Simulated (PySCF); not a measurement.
Cl3OSi, multiplicity 2. Atoms are numbered in the order given.

```xyz
5

O     -0.2705    -1.9155     0.0000
Si    -0.0092    -0.2634     0.0000
Cl     1.0159     0.3220     1.6477
Cl    -1.8970     0.4744     0.0000
Cl     1.0159     0.3220    -1.6477
```
Charge 0, spin multiplicity 2.

Geometry: ωB97X-D3(BJ)/def2-SVP. The isomer is the one that the SMILES or the coordinates give; other isomers of the formula were not compared.

All values below come from PySCF with PBE/def2-TZVP.

ESP charges are fitted to the potential on shells at 1.4 to 2.0 van der Waals radii. Atomic charges (e):

```csv
atom,ESP fit,meta-Löwdin,Mulliken spin
O1,-0.13,___,0.85
Si2,0.00,___,-0.02
Cl3,0.03,___,0.03
Cl4,0.07,___,0.12
Cl5,0.03,___,0.03
```

Question: Fill in the missing entries. (The exact figures need the calculation; the answer reports its results.)

Answer: 
- O1, meta-Löwdin: -0.45
- Si2, meta-Löwdin: 1.07
- Cl3, meta-Löwdin: -0.22
- Cl4, meta-Löwdin: -0.18
- Cl5, meta-Löwdin: -0.22

Question: Give the Mayer and Wiberg (Löwdin basis) orders of the bonds. (The exact figures need the calculation; the answer reports its results.)

Answer: 
| bond | Mayer | Wiberg |
|---|---|---|
| O1–Si2 | 1.31 | 1.81 |
| Si2–Cl3 | 1.24 | 1.92 |
| Si2–Cl4 | 1.20 | 1.89 |
| Si2–Cl5 | 1.24 | 1.92 |
